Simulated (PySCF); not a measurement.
**SeH6: trigonal twist**

Computed with PBE0 in PySCF with Se def2-TZVP, H def2-TZVP; no relativity; density-fitted integrals.

Rigid scan from the singlet minimum (Se–H 1.557 Å (×6); H–Se–H 90.0° (×12), H–Se–H 180.0° (×3)). Coordinate: D3 path, twist of the two triangles (60 octahedral, 0 prismatic), bonds and polar angle fixed. Energies in kJ/mol from the minimum.

| twist angle (°) | E (kJ/mol) |
| --- | --- |
| 0 | 303.8 |
| 10 | 277.2 |
| 20 | 211.0 |
| 30 | 132.0 |
| 40 | 62.5 |
| 50 | 16.2 |
| 60 | 0.0 |

With the bonds held, the prismatic shape lies 303.8 kJ/mol from the minimum.

Other isomers or separated fragments may lie lower.

The scan took 7.8 s on 2 threads of a shared Arm Neoverse V2 host; the process peaked at 1.4 GiB. Launch command: `OMP_NUM_THREADS=2 python axn.py task.json out`.
